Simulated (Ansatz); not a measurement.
Cost and result for the atomization energy of `C[SiH]1BP1` (10 atoms, 10 bonds).

```json
{"atom": "C1", "x (Å)": "-0.9453", "y (Å)": "0.4221", "z (Å)": "1.2841"}
{"atom": "Si2", "x (Å)": "0.5080", "y (Å)": "-0.3644", "z (Å)": "0.4149"}
{"atom": "B3", "x (Å)": "1.2902", "y (Å)": "0.3782", "z (Å)": "-1.1982"}
{"atom": "P4", "x (Å)": "0.5723", "y (Å)": "-1.2545", "z (Å)": "-1.6837"}
{"atom": "H5", "x (Å)": "-1.6985", "y (Å)": "-0.3278", "z (Å)": "1.5355"}
{"atom": "H6", "x (Å)": "-0.6119", "y (Å)": "0.8935", "z (Å)": "2.2128"}
{"atom": "H7", "x (Å)": "-1.4064", "y (Å)": "1.1853", "z (Å)": "0.6556"}
{"atom": "H8", "x (Å)": "1.1274", "y (Å)": "-1.4467", "z (Å)": "1.2173"}
{"atom": "H9", "x (Å)": "1.5166", "y (Å)": "1.4108", "z (Å)": "-1.7384"}
{"atom": "H10", "x (Å)": "-0.3527", "y (Å)": "-0.8966", "z (Å)": "-2.6997"}
```

The species carries charge 0 and has multiplicity 1. The structure was optimised at the PBE0-D4/def2-TZVP level. Program: Ansatz. All runs use 2 threads of an Arm Neoverse V1 on a shared host. Times are those of one run each, without the atoms' runs, and a repeat can differ threefold. Electronic energies, without spin–orbit coupling; frozen cores. CCSD(T)/CBS adds CCSD(T) − MP2 in def2-TZVPP to the MP2 limit, and its time is that of the two runs behind it. T1 = 0.018. B3LYP takes the VWN-RPA correlation (the form of Gaussian; ORCA's B3LYP/G). HSE06 is the plane-wave form, built on full-range PBE exchange.

CCSD(T)/CBS is a level of theory with its own doubt, some kJ/mol a heavy atom from the limit and from the frozen cores, so smaller differences don't rank the functionals.

| level | functions | wall time | atomization (kJ/mol) | difference from CCSD(T)/CBS | per bond |
| --- | --- | --- | --- | --- | --- |
| revPBE-D4/def2-TZVPP | 230 | 3.2 s | 3296.8 | 3.5 | 0.3 |
| BLYP-D4/def2-TZVPP | 230 | 3.2 s | 3295.0 | 1.7 | 0.2 |
| CCSD(T)/def2-SVP | 94 | 3.6 s | 3084.3 | -209.0 | -20.9 |
| PBE-D4/def2-TZVPP (with forces) | 230 | 3.8 s | 3363.1 | 69.8 | 7.0 |
| PBE0-D4/def2-TZVPP | 230 | 4.2 s | 3326.3 | 33.0 | 3.3 |
| HSE06-D4/def2-TZVPP | 230 | 4.8 s | 3328.3 | 35.0 | 3.5 |
| CAM-B3LYP-D4/def2-TZVPP | 230 | 5.5 s | 3313.8 | 20.5 | 2.0 |
| B3LYP-D4/def2-TZVPP (with forces) | 230 | 7 s | 3316.1 | 22.8 | 2.3 |
| PBE-QIDH/def2-TZVPP | 230 | 8.5 s | 3291.7 | -1.6 | -0.2 |
| ωB97X-V/def2-TZVPP | 230 | 12 s | 3335.6 | 42.3 | 4.2 |
| MP2/def2-QZVPP | 434 | 29 s | 3271.1 | -22.2 | -2.2 |
| CCSD(T)/def2-TZVPP | 230 | 99 s | 3204.4 | -88.9 | -8.9 |
| CCSD(T)/CBS(def2) | – | 2.1 min | 3293.3 | 0.0 | 0.0 |

Leaving LDA and LC-ωPBE aside and taking each functional with its dispersion term where it has one, the values, not all of them listed here, spread over 119.3 kJ/mol, from BHLYP-D4 to B97M-V. LDA lies +415.7 kJ/mol from PBE without D4, its usual overbinding. From BLYP to BHLYP (50 % exact exchange), in def2-TZVPP and without D4, the atomization energy moves by −29.1 kJ/mol: exact exchange takes away binding that semilocal exchange gives to molecules. In def2-TZVPP, CCSD(T) changes the Hartree–Fock value by +777.7 kJ/mol (the triples alone add +51.0 kJ/mol) and MP2 by +792.2 kJ/mol; breaking electron pairs costs correlation energy, which Hartree–Fock lacks.
